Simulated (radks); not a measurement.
The numbers below are computed, except where a source is named.
Fractional charge and spin in the 2p shell of magnesium: the spin-up occupation runs from 2 to 3 and the spin-down occupation from 2 to 3; the fullest corner is Mg, [He] 2s2 3s2 2p(up 3, down 3). Level of theory: scalar-relativistic Kohn-Sham, PBE, spin-polarised, spherical densities, point nucleus (a radial shooting solver on a logarithmic mesh with Libxc functionals). Energy (eV) minus the two flat planes that join the four corners (they meet along the diagonal where the two added fractions sum to one electron); zero is where a piecewise linear energy would lie.

down \ up       2    2.25     2.5    2.75       3
2           0.000  -2.580  -3.408  -2.532   0.000
2.25       -2.580  -3.224  -2.177   0.516  -2.201
2.5        -3.408  -2.177   0.688  -1.868  -2.896
2.75       -2.532   0.516  -1.868  -2.735  -2.141
3           0.000  -2.201  -2.896  -2.141   0.000

Corners above the fullest one (they belong to Mg+ and the next ion): (up 3, down 2) 57.853 eV, (up 2, down 3) 57.853 eV, (up 2, down 2) 143.72 eV. With half an added electron in each spin the energy lies 0.688 eV from the planes, and with half an added electron in spin up alone -3.408 eV. The planes are only a guide here: the flat-plane condition holds for ground states with one frontier orbital, while this shell lies below other occupied shells, so the corners above the fullest one are inner-hole states and not the ground states of those ions.
